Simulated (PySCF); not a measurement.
Compound: C5H10AlF3O.
Z-matrix (Å and degrees, PBE0-D3(BJ)/def2-SVP geometry), rows numbered from 1:
```
F 
C   1  1.3250
F   2  1.3338  1  108.56
F   2  1.3379  1  107.93  3  -116.79
C   2  1.5200  1  111.64  3   120.88
C   5  1.5340  2  113.22  1   178.09
C   6  1.5299  5  103.73  2  -127.95
C   7  1.5123  6  102.69  5    28.98
O   5  1.4297  2  108.16  1    60.65
Al  9  2.0155  5  122.91  2  -103.72
H   5  1.0999  2  107.54  1   -55.04
H   6  1.0995  5  110.38  2    -8.98
H   6  1.0972  5  111.29  2   110.52
H   7  1.1007  6  110.75  5   -87.74
H   7  1.0984  6  112.97  5   150.62
H   8  1.0978  7  114.77  6  -154.26
H   8  1.1008  7  113.05  6    78.61
H  10  1.6101  9   96.63  5  -112.34
H  10  1.5978  9  102.50  5   128.22
H  10  1.6044  9   96.82  5     6.07
```

Computed with PySCF at PBE0/pcSseg-1, non-relativistic, on one gas-phase PBE0-D3(BJ)/def2-SVP geometry that isn't relaxed in the solvent. The solvent is an IEF-PCM continuum (Bondi radii, 1.10 Å for H, scaled by 1.2). Only the electrostatic response of the medium enters.

Gas phase at PBE0/pcSseg-1: HOMO -7.48 eV, LUMO 0.17 eV, dipole 5.55 D.

Question: What does the continuum do to the energy, the frontier levels and the dipole at PBE0/pcSseg-1 in benzene and water?

Answer: 
| solvent | ε | E(solvent) − E(gas) (kcal/mol) | polarisation term (kcal/mol) | distortion of the solute (kcal/mol) | HOMO (eV) | LUMO (eV) | dipole (D) |
| --- | --- | --- | --- | --- | --- | --- | --- |
| benzene | 2.271 | -4.25 | -4.53 | 0.28 | -7.69 | 0.22 | 6.09 |
| water | 78.36 | -9.16 | -10.47 | 1.31 | -7.95 | 0.19 | 6.74 |

Polarisation term: ½ Σ q·V over the induced surface charges. Distortion: the rise of the solute's own energy as its density leaves the gas-phase optimum. From benzene to water the lowering changes by a factor 2.15, Onsager's factor (ε − 1)/(2ε + 1) by 2.14 and ε itself by 34.5.

Question: Which radius a makes the point-dipole formula ΔE = −[(ε − 1)/(2ε + 1)]·μ²/a³ give the value in water, with the gas-phase dipole?

Answer: μ = 2.182 au and |ΔE| = 0.01460 Eh give a = 2.87 Å; the farthest nucleus lies 3.53 Å from the centroid of the nuclei, so such a sphere wouldn't even hold the nuclei. The formula assumes a rigid point dipole at the centre of a sphere.

Question: Which Hirshfeld charges (PBE0/pcSseg-1) respond most in benzene (means over atoms taken as equivalent)?

Answer: 
```csv
atoms,environment,gas (e),solvent (e),change
H18/H19/H20,Al–H hydrogen,-0.197,-0.204,-0.007
Al10,aluminium bonded to O and 3 H,+0.302,+0.307,+0.005
H15,methylene hydrogen,+0.060,+0.064,+0.004
H13,methylene hydrogen,+0.059,+0.063,+0.004
H17,methylene hydrogen,+0.049,+0.051,+0.002
H11,methine hydrogen,+0.057,+0.059,+0.002
O9,oxygen bonded to Al and 2 C,-0.052,-0.055,-0.003
F1/F3/F4,fluorine of a CF3 group,-0.076,-0.078,-0.002
```

Question: Which Mayer bond orders change most in benzene?

Answer: 
```csv
bond,length (Å),gas,solvent,change
Al10–H19,1.598,0.900,0.883,-0.017
O9–Al10,2.016,0.240,0.254,+0.014
C8–O9,1.442,0.793,0.784,-0.009
F1–C2,1.325,1.021,1.014,-0.007
O9–C5,1.430,0.801,0.796,-0.005
Al10–H18,1.610,0.853,0.848,-0.005
Al10–H20,1.604,0.852,0.848,-0.004
C6–H13,1.097,0.943,0.940,-0.003
```

Question: How do the nuclear quadrupole coupling constants eQVzz/h respond in benzene?

Answer: 
| nucleus | Q (barn) | gas (MHz) | solvent (MHz) | η gas | η solvent |
| --- | --- | --- | --- | --- | --- |
| 17O at O9 | -0.0256 | 12.20 | 12.12 | 0.74 | 0.73 |
| 27Al at Al10 | 0.1466 | 36.43 | 35.22 | 0.08 | 0.07 |

On an Arm Neoverse V2 with one thread, no GPU, shared host with 192 logical CPUs at a one-minute load of 55, this took 36 s and 1.2 GiB of memory at its peak. This is the whole shielding run at PBE0/pcSseg-1 in water, SCF included.
